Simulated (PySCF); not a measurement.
Precursor series Zn Cl-NH2. Gas-phase values, no solvent. One relaxed conformer stands for each flexible species; it need not be the lowest.

Level of theory: PySCF 2.14.0 with PBE-D3(BJ)/def2-TZVP // PBE-D3(BJ)/def2-SVP. 

```
species                                    LUMO (eV)  HOMO–LUMO gap (eV)  coordination number
-----------------------------------------  ---------  ------------------  -------------------
0 of 2 Cl replaced by NH2 ([Zn(Cl)2])          -2.70                5.05                    2
1 of 2 Cl replaced by NH2 ([Zn(Cl)(NH2)])      -1.90                4.29                    2
2 of 2 Cl replaced by NH2                      -1.22                4.31                    2
```
